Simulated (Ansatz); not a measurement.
Ansatz (a program for electronic structure) input (PBE/def2-TZVPD):

Ansatz 0.2 input:
```yaml
crystal:
  periodic: [false, false, false]
  atoms:
    - {symbol: N, position_ang: [1.81267979, 1.38735792, 0.21559423]}
    - {symbol: C, position_ang: [1.51129192, 0.20440755, -0.59614554]}
    - {symbol: Ge, position_ang: [0.01007893, -0.80741868, 0.20802107]}
    - {symbol: C, position_ang: [-1.51923045, 0.43154383, 0.43230082]}
    - {symbol: N, position_ang: [-1.84332572, 1.06767278, -0.84810142]}
    - {symbol: H, position_ang: [2.59485457, 1.90762798, -0.16489171]}
    - {symbol: H, position_ang: [1.02484709, 2.02199506, 0.25670404]}
    - {symbol: H, position_ang: [1.27412101, 0.41500438, -1.64793528]}
    - {symbol: H, position_ang: [2.38302026, -0.45210745, -0.59459855]}
    - {symbol: H, position_ang: [0.42997317, -1.36324733, 1.58379970]}
    - {symbol: H, position_ang: [-0.38838440, -1.96840911, -0.72544113]}
    - {symbol: H, position_ang: [-2.37532676, -0.16421453, 0.75338601]}
    - {symbol: H, position_ang: [-1.29340178, 1.12956900, 1.24999575]}
    - {symbol: H, position_ang: [-1.07033113, 1.62171020, -1.19545799]}
    - {symbol: H, position_ang: [-2.63974529, 1.68854644, -0.76161653]}
basis:
  gaussian:
    orbitals: def2-TZVPD
hamiltonian:
  xc: {name: PBE}
magnetization: {spin_polarized: true, initial_magnetization: 2}
```

End of the output:

```
0.46 GiB of the device are held for the grids
1.99 GiB of device memory are held for the factors and their scratch space
mean field: 2.12 GiB planned
mean field evaluation 1: about -61685.1722 eV, gradient 8.0e1 eV
mean field evaluation 2: about -61425.2031 eV, gradient 2.1e2 eV
mean field evaluation 4: about -61702.6506 eV, gradient 4.3e1 eV
mean field evaluation 8: about -61716.7611 eV, gradient 2.4e0 eV
mean field evaluation 16: about -61716.7575 eV, gradient 6.0e-1 eV
mean field evaluation 32: about -61716.7600 eV, gradient 6.6e-5 eV
mean field evaluation 64: about -61715.6803 eV, gradient 3.7e0 eV
mean field evaluation 96: about -61714.6649 eV, gradient 7.4e0 eV
mean field evaluation 128: about -61715.6432 eV, gradient 1.6e-1 eV
mean field -61716.76002254 eV, -2268.0490977059 hartree, gradient 7.6e-6 eV, S^2 2.002355; 10 other end points of the search recorded, 0 dependent functions left out
reference -61716.76008666 eV, -2268.0491000623 hartree; 35, 33 occupied and 257, 259 virtual orbitals, 1589 factors
Total energy: -61716.76008666 eV, -2268.0491000623 hartree
```

This state (charge 0, triplet) is run at the relaxed geometry of the species with charge 0 and multiplicity 1, and is a spin state other than that species' own.
